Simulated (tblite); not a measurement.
Species: C4H8SSi2.
Numbering: `[SiH3:1][SiH2:2][c:3]1[cH:4][cH:5][cH:6][s:7]1` (hydrogens: H8, H9, H10 on Si1; H11, H12 on Si2; H13 on C4; H14 on C5; H15 on C6)

Computed geometry: GFN2-xTB, gas phase.

Some entries are withheld. Bonds in one row agree within 0.01 Å.

| coordinate | value |
| --- | --- |
| Si1–Si2 | 2.314 Å |
| Si2–C3 | 1.876 Å |
| C3–C4 | 1.363 Å |
| C4–C5 | ? |
| C5–C6 | ? |
| C6–S7 | ? |
| C3–S7 | ? |
| Si1–H8, Si1–H9, Si1–H10 | 1.465 Å |
| Si2–H11, Si2–H12 | 1.470 Å |
| C4–H13 | 1.076 Å |
| C5–H14 | 1.076 Å |
| C6–H15 | 1.072 Å |
| Si1–Si2–C3 | 110.1° |
| Si2–C3–C4 | ? |
| Si2–C3–S7 | 120.5° |
| C4–C3–S7 | 110.1° |
| C3–C4–C5 | 114.0° |
| C4–C5–C6 | 112.3° |
| C5–C6–S7 | ? |
| C3–S7–C6 | ? |

Estimate the withheld lengths and angles.

- C4–C5 = 1.411 Å, aromatic (both ends aromatic CH carbon); 0.05 Å below the sum of covalent radii, 1.46 Å.
- C5–C6 = 1.357 Å, aromatic (aromatic CH carbon to aromatic CH next to a ring sulfur); 0.10 Å below the sum of covalent radii, 1.46 Å.
- C6–S7 = 1.719 Å, aromatic (aromatic CH next to a ring sulfur to thiophene-type sulfur); 0.06 Å below the sum of covalent radii, 1.78 Å.
- C3–S7 = 1.736 Å, aromatic (substituted aromatic carbon to thiophene-type sulfur); 0.04 Å below the sum of covalent radii, 1.78 Å.
- Si2–C3–C4 = 129.3°, at the substituted aromatic carbon; the outer atoms are 2.936 Å apart.
- C5–C6–S7 = 111.9°, at the aromatic CH next to a ring sulfur, inside a 5-membered ring; the outer atoms are 2.556 Å apart.
- C3–S7–C6 = 91.8°, at the thiophene-type sulfur, inside a 5-membered ring; the outer atoms are 2.480 Å apart.

Radii are Cordero's, carbon taken as 0.76, 0.73 or 0.69 Å for four, three, and two or fewer neighbours.

Its lowest GFN2-xTB frequency is 14 cm⁻¹, too small to tell a flat minimum from a shallow saddle. The numbers are those of one conformer (Si1–Si2–C3–C4 -100°).
